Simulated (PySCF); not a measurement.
C5H14As2.
SMILES: `CC(C)[AsH]CC[AsH2]`

A linear-response calculation (PySCF, def2-SVPD basis, gas phase, vertical, core orbitals frozen in the response) gave these numbers; the functional is withheld.

Orbital energies (eV): HOMO-3 -10.20, HOMO-2 -9.51, HOMO-1 -8.43, HOMO -7.99, LUMO 0.85, LUMO+1 1.20, LUMO+2 1.59.

| state | E (eV) | f | main configurations (H = HOMO, L = LUMO) |
| --- | --- | --- | --- |
| S1 | 6.06 | 0.193 | H→L (70%), H-1→L (10%) |
| S2 | 6.14 | 0.052 | H→L+1 (66%), H→L (11%) |
| S3 | 6.26 | 0.012 | H-1→L (75%) |
| S4 | 6.70 | 0.040 | H-1→L+2 (41%), H-1→L+4 (15%), H→L+2 (15%) |
| S5 | 6.82 | 0.055 | H-1→L+3 (41%), H-1→L+5 (11%), H→L+3 (9%) |
| S6 | 6.98 | 0.133 | H→L+4 (38%), H→L+2 (17%), H-1→L+2 (10%) |

Triplets (Tamm–Dancoff): T1 5.18 eV, H→L+1 (39%), H→L (25%); T2 5.25 eV, H→L (25%), H→L+1 (17%), H-1→L (14%); T3 5.36 eV, H-1→L (48%), H→L (11%); T4 5.60 eV, H-1→L+2 (30%), H-1→L+4 (20%), H-1→L+5 (14%).

Vertical ionisation energy by ΔSCF with the same functional: 8.65 eV. Mean static polarisability: 127.2 au.

Question: Name the functional.
A. PBE
B. CAM-B3LYP
C. HF
D. PBE0

Answer: B. CAM-B3LYP is range-separated, 19% exact exchange at short range and 65% at long range (ω = 0.33 bohr⁻¹). In this run −ε(HOMO) = 7.99 eV differs from the ΔSCF value by -0.66 eV, and S1 differs from the orbital gap of 8.84 eV by -2.79 eV. The ratio −ε(HOMO)/IP is 0.92. Small neutral molecules mostly give 0.85 to 0.93 with CAM-B3LYP, 0.5 to 0.7 with PBE, 0.7 to 0.83 with PBE0; with Hartree–Fock the ratio is 1 or more (Koopmans' value less the relaxation energy is the ΔSCF value). The other options: PBE, a GGA without exact exchange; HF, time-dependent Hartree–Fock, 100% exact exchange; PBE0, a global hybrid with 25% exact exchange.

Method used: PySCF 2.14.0, density-fitted response routines, TDDFT CAM-B3LYP/def2-SVPD, vertical, gas phase, core orbitals frozen in the response. The structure is a single PBE0-D3(BJ)/def2-SVP conformer in the gas phase; no vibrational or solvent corrections. The CAM-B3LYP/def2-SVPD calculation is non-relativistic and has no spin–orbit coupling, an omission that weighs most on arsenic.

Shape of the structure used: `[CH3:1][CH:2]([CH3:3])[AsH:4][CH2:5][CH2:6][AsH2:7]`: C1–C2–As4–C5 -48°, C2–As4–C5–C6 -173°, As4–C5–C6–As7 -63°, H–As7–C6–C5 -72°, H–As7–C6–C5 -165°.
